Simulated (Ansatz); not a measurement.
**Nudged elastic band run: AlH8N3**

The input (input.yaml):

```yaml
crystal:
  periodic: [false, false, false]
  atoms:
    - { symbol: Al, position_ang: [0.080354, -0.026894, 0.67705] }
    - { symbol: H, position_ang: [0.861959, -0.833056, 1.839678] }
    - { symbol: "N", position_ang: [0.645605, 1.655971, 0.201525] }
    - { symbol: "N", position_ang: [-1.710883, -0.335078, 0.403438] }
    - { symbol: H, position_ang: [1.423606, -1.781269, -0.983027] }
    - { symbol: "N", position_ang: [0.757023, -0.999961, -1.036942] }
    - { symbol: H, position_ang: [1.474946, 2.059672, 0.648193] }
    - { symbol: H, position_ang: [-0.032507, 2.416999, 0.094129] }
    - { symbol: H, position_ang: [-2.359738, 0.451253, 0.297491] }
    - { symbol: H, position_ang: [-2.195723, -1.045453, 0.960835] }
    - { symbol: H, position_ang: [1.164299, -0.242015, -1.605742] }
    - { symbol: H, position_ang: [-0.108942, -1.320471, -1.49653] }
basis:
  gaussian: { orbitals: def2-SVP }
hamiltonian:
  xc: pbe
  dispersion: d4
neb:
  order_check: false
  images: 5
  f_tol: 0.05
  max_iterations: 60
  final_atoms:
    - { symbol: Al, position_ang: [-0.30685072, 0.48991761, -0.18592251] }
    - { symbol: H, position_ang: [1.62481929, -2.64677877, 1.21009214] }
    - { symbol: "N", position_ang: [0.35251631, 2.11437574, 0.16303861] }
    - { symbol: "N", position_ang: [-1.88184861, -0.02141804, 0.48436825] }
    - { symbol: H, position_ang: [1.36726981, -2.16700486, 0.65946422] }
    - { symbol: "N", position_ang: [0.63072861, -0.65512867, -1.20269284] }
    - { symbol: H, position_ang: [1.0703442, 2.59020365, -0.38534793] }
    - { symbol: H, position_ang: [0.06802452, 2.70650949, 0.94499693] }
    - { symbol: H, position_ang: [-2.60624418, 0.60723348, 0.83497435] }
    - { symbol: H, position_ang: [-2.18090025, -0.99134447, 0.59795384] }
    - { symbol: H, position_ang: [1.62035386, -0.55877114, -1.43717502] }
    - { symbol: H, position_ang: [0.24178615, -1.46809601, -1.68365203] }
  initial_path:
    images:
      - { positions_ang: [[0.080354, -0.026894, 0.67705], [0.861959, -0.833056, 1.839678], [0.645605, 1.655971, 0.201525], [-1.710883, -0.335078, 0.403438], [1.423606, -1.781269, -0.983027], [0.757023, -0.999961, -1.036942], [1.474946, 2.059672, 0.648193], [-0.032507, 2.416999, 0.094129], [-2.359738, 0.451253, 0.297491], [-2.195723, -1.045453, 0.960835], [1.164299, -0.242015, -1.605742], [-0.108942, -1.320471, -1.49653]] }
      - { positions_ang: [[-0.01198244, 0.0704766, 0.53936415], [0.9191993, -0.92096698, 1.58117606], [0.61156007, 1.72906198, 0.26542745], [-1.77068959, -0.28340302, 0.45810933], [1.29730929, -1.59577357, -0.62630038], [0.77031283, -1.02385057, -1.10057367], [1.46226885, 2.08353449, 0.43035936], [0.0462796, 2.49494262, 0.3770405], [-2.44627309, 0.43746206, 0.51189889], [-2.21679241, -1.06857734, 0.79285694], [1.30402626, -0.42913915, -1.67156309], [0.03478032, -1.49406912, -1.55769755]] }
      - { positions_ang: [[-0.10431888, 0.16784719, 0.40167831], [0.97643961, -1.00887795, 1.32267411], [0.57751513, 1.80215295, 0.3293299], [-1.83049618, -0.23172803, 0.51278066], [1.17101258, -1.41027815, -0.26957375], [0.78360267, -1.04774013, -1.16420534], [1.44959171, 2.10739698, 0.21252572], [0.1250662, 2.57288625, 0.65995201], [-2.53280818, 0.42367112, 0.72630677], [-2.23786183, -1.09170168, 0.62487889], [1.44375352, -0.6162633, -1.73738417], [0.17850265, -1.66766724, -1.6188651]] }
      - { positions_ang: [[-0.19665532, 0.26521779, 0.26399246], [1.03367991, -1.09678893, 1.06417217], [0.5434702, 1.87524393, 0.39323235], [-1.89030277, -0.18005305, 0.56745199], [1.04471587, -1.22478272, 0.08715287], [0.7968925, -1.0716297, -1.227837], [1.43691456, 2.13125946, -0.00530793], [0.20385281, 2.65082987, 0.94286351], [-2.61934328, 0.40988018, 0.94071466], [-2.25893124, -1.11482602, 0.45690083], [1.58348078, -0.80338745, -1.80320526], [0.32222497, -1.84126536, -1.68003265]] }
      - { positions_ang: [[-0.23338712, 0.34011773, 0.1140208], [1.23072637, -1.61345221, 1.11281216], [0.4798189, 1.95495454, 0.3165011], [-1.88748471, -0.12717472, 0.53975741], [1.15223385, -1.53885677, 0.27792332], [0.74150454, -0.93279602, -1.21945562], [1.31472444, 2.28424086, -0.13198793], [0.15857671, 2.66938975, 0.94357465], [-2.61497691, 0.47566461, 0.90546789], [-2.23292091, -1.0736655, 0.5039185], [1.59577181, -0.72184868, -1.68119518], [0.29541203, -1.71687558, -1.68123911]] }
      - { positions_ang: [[-0.27011892, 0.41501767, -0.03595085], [1.42777283, -2.13011549, 1.16145215], [0.4161676, 2.03466514, 0.23976985], [-1.88466666, -0.07429638, 0.51206283], [1.25975183, -1.85293082, 0.46869377], [0.68611657, -0.79396235, -1.21107423], [1.19253432, 2.43722225, -0.25866793], [0.11330062, 2.68794962, 0.94428579], [-2.61061054, 0.54144905, 0.87022112], [-2.20691058, -1.03250499, 0.55093617], [1.60806283, -0.64030991, -1.5591851], [0.26859909, -1.59248579, -1.68244557]] }
      - { positions_ang: [[-0.30685072, 0.48991761, -0.18592251], [1.62481929, -2.64677877, 1.21009214], [0.35251631, 2.11437574, 0.16303861], [-1.88184861, -0.02141804, 0.48436825], [1.36726981, -2.16700486, 0.65946422], [0.63072861, -0.65512867, -1.20269284], [1.0703442, 2.59020365, -0.38534793], [0.06802452, 2.70650949, 0.94499693], [-2.60624418, 0.60723348, 0.83497435], [-2.18090025, -0.99134447, 0.59795384], [1.62035386, -0.55877114, -1.43717502], [0.24178615, -1.46809601, -1.68365203]] }
```

Launched with:

```bash
$ ansatz run input.yaml --threads 2 --pin off --max-ram 3072MiB --backend cpu --events-out ev --progress --plain --runs-dir out
```

Output, in part (warnings, iteration lines, the closing report on the highest movable image, with atoms numbered from 0):

```
NEB end point (image 0): max|allowed force component| = 2.036e-2 eV/Å (the criterion of neb.relax_end_points is 1.000e-2)
NEB end point (image 6): max|allowed force component| = 2.765e-2 eV/Å (the criterion of neb.relax_end_points is 1.000e-2)
NEB iter   1: max|band force component| = 5.219e0 eV/Å  barrier→ = 1.6455 eV  barrier← = 1.2068 eV  Δτ_max = 0.2000 Å  (190 SCF iters)
NEB iter   2: max|band force component| = 1.323e0 eV/Å  barrier→ = 1.1890 eV  barrier← = 0.7503 eV  Δτ_max = 0.1950 Å  (144 SCF iters)
NEB iter   3: max|band force component| = 2.419e0 eV/Å  barrier→ = 1.2704 eV  barrier← = 0.8318 eV  Δτ_max = 0.1001 Å  (150 SCF iters)
NEB iter   4: max|band force component| = 6.841e-1 eV/Å  barrier→ = 1.1135 eV  barrier← = 0.6749 eV  Δτ_max = 0.1975 Å  (137 SCF iters)
NEB iter   5: max|band force component| = 2.775e-1 eV/Å  barrier→ = 1.0890 eV  barrier← = 0.6503 eV  CI = image 3  Δτ_max = 0.1976 Å  (136 SCF iters)
NEB iter   6: max|band force component| = 3.856e-1 eV/Å  barrier→ = 1.0725 eV  barrier← = 0.6338 eV  CI = image 3  Δτ_max = 0.0994 Å  (140 SCF iters)
NEB iter   7: max|band force component| = 1.565e-1 eV/Å  barrier→ = 1.0658 eV  barrier← = 0.6272 eV  CI = image 3  Δτ_max = 0.1687 Å  (142 SCF iters)
NEB iter   8: max|band force component| = 2.300e-1 eV/Å  barrier→ = 1.0626 eV  barrier← = 0.6240 eV  CI = image 3  Δτ_max = 0.0500 Å  (134 SCF iters)
NEB iter   9: max|band force component| = 1.289e-1 eV/Å  barrier→ = 1.0586 eV  barrier← = 0.6199 eV  CI = image 3  Δτ_max = 0.0418 Å  (141 SCF iters)
NEB iter  10: max|band force component| = 8.007e-2 eV/Å  barrier→ = 1.0576 eV  barrier← = 0.6189 eV  CI = image 3  Δτ_max = 0.0279 Å  (142 SCF iters)
NEB iter  11: max|band force component| = 2.613e-2 eV/Å  barrier→ = 1.0562 eV  barrier← = 0.6175 eV  CI = image 3  Δτ_max = 0.0000 Å  (274 SCF iters)
Total energy: -11183.90200382 eV, -411.0008179195 hartree
Atom 0 at    -0.102150     0.127208     0.181344 Å, force     0.015276    -0.018398    -0.012659 eV/Å
Atom 1 at     0.781666    -1.218813     1.134233 Å, force    -0.000812    -0.004470     0.009632 eV/Å
Atom 2 at     0.536573     1.798916     0.297425 Å, force     0.006822    -0.009974    -0.011543 eV/Å
Atom 3 at    -1.815968    -0.282540     0.526564 Å, force    -0.006157     0.027135    -0.006840 eV/Å
Atom 4 at     0.981334    -1.372767     0.141690 Å, force    -0.003353     0.005840     0.001679 eV/Å
Atom 5 at     0.793808    -0.896791    -1.175322 Å, force    -0.019851     0.014843     0.020799 eV/Å
Atom 6 at     1.340378     2.156771    -0.222500 Å, force    -0.003350     0.008456     0.005818 eV/Å
Atom 7 at     0.304406     2.446520     1.053213 Å, force    -0.001042    -0.002318     0.002325 eV/Å
Atom 8 at    -2.588680     0.369607     0.377380 Å, force    -0.004609    -0.002349    -0.005781 eV/Å
Atom 9 at    -2.118623    -1.035301     1.146826 Å, force     0.011836    -0.016357     0.008908 eV/Å
Atom 10 at     1.637242    -0.581090    -1.668578 Å, force     0.005136     0.000320    -0.006132 eV/Å
Atom 11 at     0.250012    -1.512021    -1.792178 Å, force     0.000105    -0.002729    -0.006206 eV/Å
Dipole moment:     0.096078     0.016385    -0.257522 e Å
```

The run converged. A vibrational analysis at the climbing image gives one clearly imaginary mode, 1006i cm⁻¹: a first-order saddle point. The orbitals stay closed-shell, which can raise the energy where a bond breaks towards radicals; this wasn't checked here.

Final band (atoms are numbered from 1 in the order of the input):

```csv
image,path coordinate (Å),energy (eV),Al1–H2 (Å),H5–N6 (Å),H2–H5 (Å)
0,0.00,0.00,1.62,1.03,3.03
1,0.94,0.00,1.62,1.03,2.83
2,1.88,0.17,1.64,1.03,2.11
3,2.82,1.06,1.87,1.41,1.02
4,3.80,0.53,2.63,2.27,0.78
5,4.78,0.45,3.39,2.49,0.78
6,5.75,0.44,3.94,2.51,0.77
```

Run time: 73 s on 2 threads of Intel(R) Xeon(R) Platinum 8375C CPU @ 2.90GHz (Ice Lake), on a shared host, peak memory 0.2 GiB.
